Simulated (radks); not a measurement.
Results of a calculation; reference values are marked as such.
Excited configurations of V2+: one electron is placed in a higher orbital outside [Ar] 3d2. The ground configuration is [Ar] 3d3. Code: a radial shooting solver on a logarithmic mesh with Libxc functionals. Model: scalar-relativistic Kohn-Sham, BLYP, spin-polarised, spherical densities, finite nucleus; open shells are filled with parallel spins first; Fermi nuclear charge, rms radius 3.6002 fm. Excitation = E - E(ground); binding = E(ion) - E, where the ion is the core of charge +3; n* = 3/sqrt(2 binding) in atomic units, and the quantum defect is n - n*.

| outer orbital | excitation (eV) | binding (eV) | n* | quantum defect | eigenvalue (eV) |
|---|---|---|---|---|---|
| 5s | 17.963 | 11.822 | 3.218 | 1.782 | -10.159 |
| 5d | 22.518 | 7.267 | 4.105 | 0.895 | -6.069 |
| 6s | 22.728 | 7.057 | 4.165 | 1.835 | -6.097 |
| 6f | 25.950 | 3.835 | 5.651 | 0.349 | -3.220 |

The Delta-SCF ionisation energy is 29.785 eV (NIST Atomic Spectra Database: 29.311 eV, measured). Self-interaction in the functional shifts the binding energies and quantum defects, so they are the method's values and not measured ones. Open shells are spherical and high-spin; term and fine-structure splittings are not resolved.
